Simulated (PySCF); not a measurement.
WOBr3, SMILES [Br][W]([Br])(=[O])[Br] (connectivity only; charge and spin as stated), neutral, multiplicity 2.

Coordinates come from a r2SCAN-D4/def2-SVP optimisation. The spin state was assumed, not searched. The def2 effective core potentials stand for the cores of W; spin–orbit coupling is left out.

These are PySCF with TDA-PBE/def2-SVPD values and carry that method's errors.

Vertical excitations. The molecule is in vacuum.

Question: Give excitation energies, oscillator strengths and character. (The exact figures need the calculation; the answer reports its results.)

Answer: 
```tsv
state	energy (eV)	λ (nm)	f	main pairs
root 1	0.48	2589	0.001	α HOMO→LUMO 99 %
root 2	1.94	640	0.000	α HOMO→LUMO+1 100 %
root 3	2.08	597	0.001	α HOMO→LUMO+2 99 %
root 4	2.41	514	0.005	α HOMO→LUMO+3 98 %
root 5	3.00	413	0.000	α HOMO−1→LUMO 79 %, β HOMO→LUMO 19 %
root 6	3.17	392	0.000	α HOMO−2→LUMO 53 %, α HOMO−1→LUMO 11 %, β HOMO→LUMO 26 %, β HOMO−1→LUMO 11 %
root 7	3.26	380	0.004	α HOMO−2→LUMO 18 %, α HOMO−1→LUMO 8 %, β HOMO→LUMO 52 %, β HOMO−1→LUMO 21 %
root 8	3.33	373	0.001	α HOMO−3→LUMO 74 %, β HOMO→LUMO+1 20 %
root 9	3.48	356	0.013	α HOMO−3→LUMO 7 %, β HOMO→LUMO+1 59 %, β HOMO−2→LUMO 27 %
root 10	3.63	342	0.000	β HOMO−1→LUMO+1 85 %, β HOMO−2→LUMO 14 %
```
Unrestricted roots are not spin-pure.
